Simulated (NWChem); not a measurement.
Molecule: SiH2OBrF; SMILES Br[SiH](F)O

```xyz
6

Si    -0.0079     0.9563     0.3787
O     -1.3187     1.7285    -0.2705
F      1.3802     1.5322    -0.2536
Br    -0.0445    -1.2249    -0.0775
H     -0.0199     1.2028     1.8416
H     -1.5345     1.5222    -1.1975
```
Atoms are numbered in this order, from 1.

All runs: NWChem. Pople sets run with spherical d functions. STO-3G and 3-21G are far too small for this property and stand as cheap habits. Structure relaxed at the PBE-D3(BJ)/def2-SVP level. Field at 589 nm.

```
level              isotropic polarisability (bohr³)  anisotropy (bohr³)
-----------------  --------------------------------  ------------------
B3LYP/STO-3G                                      …                   …
B3LYP/6-31G*                                   38.5                18.5
B3LYP/def2-SVP                                 38.2                16.8
B3LYP/def2-SVPD                                52.8                15.7
B3LYP/aug-cc-pVDZ                              52.2                16.6
```

**Question.** Some entries are withheld; supply them.

**Answer.** 
- B3LYP/STO-3G, isotropic polarisability (bohr³): 19.2
- B3LYP/STO-3G, anisotropy (bohr³): 15.1
